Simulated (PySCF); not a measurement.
SMILES CB(C)C#C[SiH3] (C₄H₉BSi), GFN2-xTB optimised geometry.

```
15

Si    -1.60    -2.54     0.01
C     -0.70    -0.93     0.00
C     -0.10     0.12     0.00
B      0.64     1.44     0.00
C     -0.18     2.79     0.00
C      2.22     1.44     0.00
H     -2.20    -2.72     1.34
H     -0.66    -3.62    -0.28
H     -2.65    -2.48    -1.02
H      0.37     3.62     0.42
H     -0.41     3.05    -1.03
H     -1.14     2.71     0.51
H      2.56     1.35     1.03
H      2.65     2.36    -0.40
H      2.65     0.60    -0.54
```

Density from B3LYP/def2-TZVP (PySCF) at that geometry.

Minimum of the electron density along straight lines between bonded atoms, close to the bond critical point (lines longer than 1.1 times the sum of covalent radii, or with two minima, are not listed):

```csv
bond,length / Å,ρ at the minimum / e bohr⁻³,∇²ρ there / e bohr⁻⁵,position (fraction from the first atom)
Si1–C2,1.846,0.116,(withheld),0.39
C2–C3,1.215,0.426,(withheld),0.50
C3–B4,1.508,0.191,(withheld),0.67
B4–C5,1.579,0.188,-0.37,0.34
B4–C6,1.579,0.188,-0.37,0.34
Si1–H7,1.466,0.125,0.18,0.49
Si1–H8,1.466,0.126,0.17,0.49
Si1–H9,1.466,0.125,0.18,0.49
C5–H10,1.088,0.276,-0.93,0.64
C5–H11,1.091,0.269,-0.89,0.63
C5–H12,1.088,0.277,-0.93,0.64
C6–H13,1.091,0.269,-0.89,0.63
C6–H14,1.088,0.277,-0.93,0.64
C6–H15,1.088,0.276,-0.93,0.64
```

### Question
Complete the blanks.

### Answer

- Si1–C2, ∇²ρ there / e bohr⁻⁵: 0.30
- C2–C3, ∇²ρ there / e bohr⁻⁵: -1.36
- C3–B4, ∇²ρ there / e bohr⁻⁵: 0.02
